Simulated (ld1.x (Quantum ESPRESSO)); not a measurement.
## Transferability test, TM potential for selenium (Se)

| Quantity | Value |
| --- | --- |
| Element | Se |
| Generator | ld1.x (Quantum ESPRESSO) 7.5 |
| Type | norm-conserving Troullier–Martins (Kleinman–Bylander form) |
| Functional | LDA (PZ) |
| Relativity | scalar-relativistic |
| Frozen core | [Ar] 3d10 |
| Valence charge | 6 |
| Reference configuration | 4s2 4p4 |
| Partial waves | 4p (bound): rc 2.00 bohr; 4s (bound): rc 1.35 bohr |
| Local potential | the s channel |
| Core correction | none |

Energies are relative to the spin-unpolarised reference configuration 4s2 4p4; without spin polarisation the order of configurations can differ from experiment. Spin-polarised rows fill each open shell by Hund’s rule, majority spin first.

```json
{"valence configuration": "4s2 4p3", "charge": "+1", "ΔE all-electron (eV)": "11.009", "error AE − PS (meV)": "-0.5"}
{"valence configuration": "4s2 4p2", "charge": "+2", "ΔE all-electron (eV)": "31.567", "error AE − PS (meV)": "+7.7"}
{"valence configuration": "4s2 4p1", "charge": "+3", "ΔE all-electron (eV)": "62.723", "error AE − PS (meV)": "+53"}
{"valence configuration": "4s1 4p4", "charge": "+1", "ΔE all-electron (eV)": "22.594", "error AE − PS (meV)": "+5.9"}
{"valence configuration": "4s2 4p0", "charge": "+4", "ΔE all-electron (eV)": "105.295", "error AE − PS (meV)": "+204"}
{"valence configuration": "4s1 4p5", "charge": "0", "ΔE all-electron (eV)": "10.939", "error AE − PS (meV)": "+4.7"}
{"valence configuration": "4s2 4p3.5", "charge": "+0.5", "ΔE all-electron (eV)": "4.387", "error AE − PS (meV)": "-0.5"}
{"valence configuration": "4s2 4p4 (spin-polarised)", "charge": "0", "ΔE all-electron (eV)": "-0.593", "error AE − PS (meV)": "+81"}
{"valence configuration": "4s2 4p3 (spin-polarised)", "charge": "+1", "ΔE all-electron (eV)": "9.371", "error AE − PS (meV)": "+256"}
```

Note: ghost state, extra bound levels that the all-electron valence spectrum of the same l lacks: p at -2323.1 eV. A true bound ghost makes a file unfit for plane-wave use.
